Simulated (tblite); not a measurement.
C₇H₁₃AsO.
Numbering: `[CH3:1][O:2][CH2:3][C@@H:4]([AsH2:5])[C@H:6]1[C@@H:7]2[CH2:8][C@H:9]12` (hydrogens: H10, H11, H12 on C1; H13, H14 on C3; H15 on C4; H16, H17 on As5; H18 on C6; H19 on C7; H20, H21 on C8; H22 on C9)

Computed with GFN2-xTB (tblite), gas phase: L-BFGS steps from a force-field or distance-geometry start until the largest atomic force falls under 0.01 eV/Å.

Step 4: E = -760.1726 eV
```
atom  x, y, z in Å  |  force x, y, z in eV/Å
C1      2.6001    1.9561    0.9257   -0.061  -0.064  -0.018
O2      1.5430    1.1047    0.5871   -0.160  -0.176   0.068
C3      1.1437    1.2502   -0.7555    0.162  -0.066   0.048
C4      0.0522    0.2467   -1.1008   -0.105   0.500  -0.269
As5    -0.6235    0.6684   -2.9585    0.553  -0.209  -0.041
C6      0.4738   -1.2110   -0.9682   -0.068   0.542  -0.217
C7      0.2857   -1.7702    0.3880   -0.293   0.209   0.017
C8     -0.1332   -3.1615    0.1359    0.035  -0.245  -0.024
C9     -0.6788   -2.1488   -0.8041   -0.081   0.303   0.253
H10     2.8421    1.7903    1.9702   -0.046  -0.075   0.092
H11     2.3142    2.9996    0.7801    0.006   0.228  -0.016
H12     3.4747    1.7382    0.3116    0.226   0.023  -0.099
H13     0.8009    2.2957   -0.9105   -0.131  -0.177  -0.091
H14     2.0060    1.0955   -1.4182    0.205  -0.039  -0.121
H15    -0.7887    0.4709   -0.4375    0.004  -0.254   0.164
H16    -1.8717   -0.1090   -2.7571   -0.263   0.032   0.038
H17    -1.2789    1.9575   -2.5505   -0.123  -0.078   0.084
H18     1.3197   -1.4629   -1.6009    0.057  -0.231   0.109
H19    -0.1577   -1.1800    1.1570    0.299   0.186   0.493
H20     0.5338   -3.9519   -0.1544    0.393   0.076  -0.376
H21    -0.8615   -3.5136    0.8455   -0.208  -0.385   0.286
H22    -1.6703   -1.7651   -0.6763   -0.401  -0.102  -0.380
```

Step 5: E = -760.2501 eV
```
atom  x, y, z in Å  |  force x, y, z in eV/Å
C1      2.5998    1.9549    0.9237   -0.079  -0.021   0.097
O2      1.5400    1.1003    0.5877    0.013  -0.060   0.089
C3      1.1480    1.2422   -0.7532    0.063   0.100  -0.100
C4      0.0568    0.2438   -1.1079   -0.155   0.663  -0.151
As5    -0.6125    0.6607   -2.9615    0.409  -0.142  -0.035
C6      0.4671   -1.2002   -0.9644   -0.059   0.154  -0.137
C7      0.2649   -1.7589    0.3939   -0.377   0.374   0.131
C8     -0.1278   -3.1578    0.1262    0.074  -0.094  -0.040
C9     -0.6912   -2.1330   -0.7921   -0.304   0.392   0.323
H10     2.8373    1.7843    1.9732   -0.048  -0.025  -0.051
H11     2.3188    3.0051    0.7781   -0.008   0.056   0.015
H12     3.4792    1.7436    0.3104    0.141  -0.019  -0.057
H13     0.7994    2.2864   -0.9166   -0.111  -0.176  -0.044
H14     2.0089    1.0979   -1.4183    0.255  -0.089  -0.111
H15    -0.7760    0.4527   -0.4342   -0.113  -0.113   0.156
H16    -1.8740   -0.0973   -2.7571   -0.215  -0.016   0.016
H17    -1.2827    1.9429   -2.5506   -0.061  -0.050   0.055
H18     1.3127   -1.4631   -1.5906    0.107  -0.276   0.074
H19    -0.1375   -1.1596    1.1953    0.395  -0.137   0.100
H20     0.5399   -3.9491   -0.1618    0.463   0.169  -0.468
H21    -0.8378   -3.5289    0.8320   -0.471  -0.433   0.489
H22    -1.7075   -1.7672   -0.7032    0.080  -0.258  -0.348
```

Step 6: E = -760.3278 eV
```
atom  x, y, z in Å  |  force x, y, z in eV/Å
C1      2.5986    1.9534    0.9224   -0.035   0.029   0.156
O2      1.5370    1.0946    0.5896    0.187   0.095   0.006
C3      1.1548    1.2355   -0.7526   -0.016   0.222  -0.205
C4      0.0588    0.2524   -1.1184   -0.129   0.452   0.072
As5    -0.5936    0.6498   -2.9653    0.055  -0.013  -0.030
C6      0.4583   -1.1855   -0.9626   -0.050  -0.215  -0.023
C7      0.2353   -1.7407    0.4004   -0.378   0.334   0.185
C8     -0.1227   -3.1550    0.1167    0.005   0.070   0.054
C9     -0.7081   -2.1089   -0.7723   -0.407   0.305   0.366
H10     2.8312    1.7772    1.9757   -0.036   0.029  -0.164
H11     2.3236    3.0116    0.7763   -0.023  -0.148   0.049
H12     3.4860    1.7494    0.3086   -0.018  -0.050   0.033
H13     0.7957    2.2733   -0.9241   -0.050  -0.069   0.005
H14     2.0169    1.0987   -1.4203    0.229  -0.120  -0.047
H15    -0.7647    0.4311   -0.4274   -0.197   0.100   0.097
H16    -1.8802   -0.0846   -2.7571   -0.055  -0.032  -0.031
H17    -1.2879    1.9256   -2.5499    0.046  -0.050  -0.022
H18     1.3068   -1.4689   -1.5776    0.080  -0.268   0.073
H19    -0.1084   -1.1395    1.2401    0.417  -0.377  -0.236
H20     0.5560   -3.9422   -0.1796    0.368   0.391  -0.466
H21    -0.8196   -3.5536    0.8254   -0.432  -0.344   0.405
H22    -1.7480   -1.7740   -0.7392    0.441  -0.340  -0.279
```

Step 7: E = -760.3807 eV
```
atom  x, y, z in Å  |  force x, y, z in eV/Å
C1      2.5979    1.9528    0.9228    0.019   0.048   0.110
O2      1.5373    1.0921    0.5902    0.223   0.164  -0.102
C3      1.1602    1.2347   -0.7550   -0.030   0.196  -0.188
C4      0.0578    0.2648   -1.1245   -0.057   0.068   0.226
As5    -0.5802    0.6424   -2.9682   -0.214   0.079  -0.029
C6      0.4515   -1.1768   -0.9627   -0.065  -0.331   0.076
C7      0.2106   -1.7256    0.4051   -0.266   0.138   0.146
C8     -0.1220   -3.1533    0.1141   -0.052   0.128   0.125
C9     -0.7225   -2.0893   -0.7528   -0.300   0.113   0.315
H10     2.8269    1.7731    1.9757   -0.011   0.048  -0.147
H11     2.3261    3.0140    0.7761   -0.036  -0.216   0.066
H12     3.4899    1.7523    0.3083   -0.106  -0.058   0.090
H13     0.7921    2.2642   -0.9290    0.008   0.081   0.018
H14     2.0260    1.0970   -1.4225    0.145  -0.110   0.012
H15    -0.7612    0.4192   -0.4210   -0.191   0.249   0.024
H16    -1.8852   -0.0770   -2.7576    0.071  -0.035  -0.064
H17    -1.2904    1.9136   -2.5498    0.111  -0.041  -0.085
H18     1.3043   -1.4781   -1.5675    0.002  -0.221   0.094
H19    -0.0834   -1.1316    1.2670    0.355  -0.378  -0.282
H20     0.5734   -3.9300   -0.2000    0.175   0.583  -0.369
H21    -0.8141   -3.5753    0.8271   -0.221  -0.203   0.184
H22    -1.7693   -1.7833   -0.7670    0.438  -0.302  -0.221
```

Q: Estimate the geometry and energy of step 8. (The exact step hangs on the optimiser's Hessian estimate; all steps are aligned on step 7, rigid shifts and turns removed.)

A: E = -760.4304 eV, largest force 0.725 eV/Å
```
atom  x, y, z in Å  |  force x, y, z in eV/Å
C1      2.5981    1.9530    0.9242    0.062   0.038   0.011
O2      1.5409    1.0926    0.5881    0.151   0.145  -0.175
C3      1.1654    1.2373   -0.7599   -0.019   0.078  -0.106
C4      0.0556    0.2759   -1.1255    0.022  -0.282   0.255
As5    -0.5724    0.6375   -2.9711   -0.344   0.117  -0.011
C6      0.4443   -1.1733   -0.9621   -0.071  -0.298   0.156
C7      0.1857   -1.7122    0.4101   -0.057  -0.121   0.074
C8     -0.1238   -3.1508    0.1160   -0.094   0.118   0.151
C9     -0.7375   -2.0719   -0.7301   -0.078  -0.123   0.163
H10     2.8233    1.7704    1.9738    0.024   0.042  -0.043
H11     2.3272    3.0125    0.7773   -0.049  -0.163   0.067
H12     3.4915    1.7535    0.3099   -0.108  -0.053   0.105
H13     0.7889    2.2589   -0.9329    0.063   0.222   0.001
H14     2.0366    1.0934   -1.4242    0.030  -0.074   0.048
H15    -0.7625    0.4144   -0.4149   -0.135   0.345  -0.044
H16    -1.8884   -0.0716   -2.7592    0.136  -0.048  -0.080
H17    -1.2905    1.9030   -2.5514    0.129   0.005  -0.121
H18     1.3021   -1.4908   -1.5569   -0.100  -0.160   0.124
H19    -0.0563   -1.1312    1.2858    0.244  -0.223  -0.117
H20     0.5917   -3.9071   -0.2250   -0.029   0.689  -0.225
H21    -0.8135   -3.5973    0.8317    0.037  -0.054  -0.058
H22    -1.7807   -1.7965   -0.7947    0.188  -0.200  -0.175
```

The energy changes by -0.0498 eV. The first-order estimate −F·Δx gives -0.0694 eV and the mean of the old and new forces, exact on a quadratic surface, -0.0498 eV. The step makes an angle of 58° with the force vector and moves no atom by more than 0.039 Å.

The cost below is that of the whole relaxation. The run took 1.2 s wall on one thread of an Intel Xeon Platinum 8259CL at 2.50 GHz, shared host with 96 logical CPUs at a one-minute load of 60.
